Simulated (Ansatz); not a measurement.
Stepwise reaction of `C[CH2][Mg][CH2]C` with water, as a gas-phase model of exchange steps in deposition or etching. ΔE in kJ/mol.

Isolated molecules relaxed with PBE0-D4/def2-TZVP in Ansatz; ΔE leaves out vibrations. CBS: MP2 limit from def2 TZ/QZ plus the TZ coupled-cluster correction, frozen cores. This one scheme is used for every species. DFT in def2-TZVPP. B3LYP here is the variant with VWN-RPA as its local correlation; programs differ in this. For Mg outer-core shells are correlated without core-valence functions, which leaves a few kJ/mol of doubt a bond. Each species was taken in one conformer, which may not be the lowest.

| step | reaction | PBE-D4 | B3LYP-D4 | ωB97M-V | CCSD(T)/CBS |
| --- | --- | --- | --- | --- | --- |
| 1 | `C[CH2][Mg][CH2]C` + H₂O → `C[CH2][Mg][OH]` + `CC` | -151.4 | -164.8 | -161.7 | -158.6 |
| 2 | `C[CH2][Mg][OH]` + H₂O → `[OH][Mg][OH]` + `CC` | -136.7 | -149.7 | -146.1 | -145.0 |

**Question.** By hand: ΔE of the 2 steps together at CCSD(T)/CBS.

**Answer.** (-158.6) + (-145.0) = -303.6 kJ/mol, or -151.8 kJ/mol a step.

In ΔE each step is higher than the one before. All are downhill at CCSD(T)/CBS. PBE-D4 differs from CCSD(T)/CBS by 7.2 to 8.3 kJ/mol a step. Isolated molecules leave out the surface, adducts and barriers. Largest T1 diagnostic: 0.011.
